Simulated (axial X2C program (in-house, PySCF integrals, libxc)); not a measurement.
## Correcting the dissociation energy of SnI for spin–orbit coupling

A spin-free CCSD(T) curve (one-electron X2C) was computed with an in-house all-electron X2C program for linear molecules (integrals from PySCF), basis I dyall-cv3z [11s12p8d4f1g], Sn dyall-cv3z [11s12p9d4f1g] (cores contracted in-house), for the state M_S = 1/2, Λ = 1 (beyond evenly filled blocks: π+α). It gives D0 = 2.819 eV to I + Sn, which in a spin-free picture are the weighted means of the ground terms.

Correlated methods: 11 electrons correlated (number of frozen shells: I 4 s, 3 p, 2 d; Sn 4 s, 3 p, 2 d), 307 virtual spin orbitals or spinors in MP2, 90 natural virtuals in coupled cluster.

Measured levels of the ground terms (NIST Handbook of Basic Atomic Spectroscopic Data), in cm⁻¹: I 2P: J = 3/2 at 0, J = 1/2 at 7603.1; Sn 3P: J = 0 at 0, J = 1 at 1691.8, J = 2 at 3427.7.

The two components of the molecular doublet are 2721 cm⁻¹ apart in the PBE0 2c search (Ω = 1/2 lower), so the lower one lies 1360 cm⁻¹ under their mean.

(1) How far does each ground level lie under the (2J+1)-weighted mean of its term?

(2) Correct D0.

Second-order spin–orbit effects in the molecule, which grow quickly with Z, are left out. The state is one determinant whose occupation by symmetry is held fixed; it was picked as the lowest of a PBE0 search that is not exhaustive. De is counted from the lowest determinant-based energies of the atoms at the same level, without counterpoise correction. CCSD and (T) use frozen natural virtuals with an MP2 correction for the truncation; (T) itself is uncorrected, so its De runs slightly low. With the outer-core shells frozen, correlated bond lengths of heavy atoms tend to come out a few hundredths of an ångström too long.

## Answers

(1) I: (4 × 0 + 2 × 7603.1)/6 = 2534 cm⁻¹; Sn: (1 × 0 + 3 × 1691.8 + 5 × 3427.7)/9 = 2468 cm⁻¹.

(2) D0 = 2.819 + (1360 − 5002)/8065.5 = 2.367 eV at CCSD(T) with these spin–orbit terms.
